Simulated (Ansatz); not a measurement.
A made-up structure of HSeSO (charge -1), singlet:

O1  (-0.891, 0.457, -0.729)
S2  (-0.510, -0.903, 0.428)
Se3  (1.723, -0.596, 1.299)
H4  (-0.321, 1.042, -0.998)
(Å)

It is relaxed with PBE-D4/def2-SVPD and then PBE0-D4/def2-TZVPD (Ansatz 0.2.0). Atoms count as bonded within 1.22 times the sum of their covalent radii (H–H: 0.88 Å). The end point is not checked to be a true minimum.

Question: Does its bonding change? (A judgement: the text doesn't fix the answer.)

Answer: The calculation gives: No: no bond forms or breaks.

Where it ends: The first stage lowers the energy by 0.97 eV in 10 steps. It ends as HSeSO ([OH][S][Se]), total charge -1:
O1  (-0.907, 0.574, -0.431)
S2  (-0.391, -0.903, 0.255)
Se3  (1.505, -0.481, 1.228)
H4  (-0.207, 0.810, -1.051)
(Å)

Labels in which every atom is bracketed show which atoms are joined, not bond orders.

For scale, one of the runs: PBE0-D4/def2-TZVPD relaxation, 152 basis functions, launched by `ansatz run in.yaml --threads 2 --pin off --events-out ev --progress --plain --max-ram 4352MiB`. The run took about 16 s on 2 CPU threads of an Intel Xeon 6975P-C (shared host).
